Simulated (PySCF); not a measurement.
BrFGeH2. Atoms are numbered in the order given.

```xyz
5

Ge     0.3676     0.9018     0.0000
F     -1.1503     1.7549     0.0000
Br    -0.1023    -1.3479     0.0000
H      1.0848     1.2617     1.3033
H      1.0848     1.2617    -1.3033
```
Charge 0, spin multiplicity 1.

Geometry optimised at TPSSh-D3(BJ)/def2-SVP.

Computed with TDA-PBE0/def2-SVPD (PySCF).

Vertical excitations. Isolated molecule, no solvent. State labels are in the subgroup Cs.

```tsv
state	symmetry	energy (eV)	λ (nm)	f	main pairs
S1	A"	6.30	197	0.021	HOMO→LUMO 97 %
S2	A'	6.50	191	0.011	HOMO−1→LUMO 98 %
S3	A"	6.89	180	0.001	HOMO→LUMO+1 99 %
S4	A'	7.29	170	0.005	HOMO−1→LUMO+1 88 %
S5	A"	7.70	161	0.004	HOMO→LUMO+2 97 %
S6	A'	7.94	156	0.035	HOMO−1→LUMO+2 99 %
S7	A"	8.20	151	0.009	HOMO−3→LUMO 88 %
S8	A'	8.36	148	0.051	HOMO−2→LUMO+1 72 %, HOMO−2→LUMO 17 %
S9	A"	8.46	147	0.000	HOMO−3→LUMO+1 91 %
S10	A'	8.54	145	0.178	HOMO−2→LUMO 41 %, HOMO−2→LUMO+1 25 %, HOMO→LUMO+4 16 %, HOMO→LUMO+5 10 %
T1	A"	5.74	216	0	HOMO→LUMO 97 %
T2	A'	5.95	208	0	HOMO−1→LUMO 97 %
T3	A"	6.71	185	0	HOMO→LUMO+1 96 %
T4	A'	6.82	182	0	HOMO−1→LUMO+1 86 %
```
Triplets are in the Tamm–Dancoff approximation.
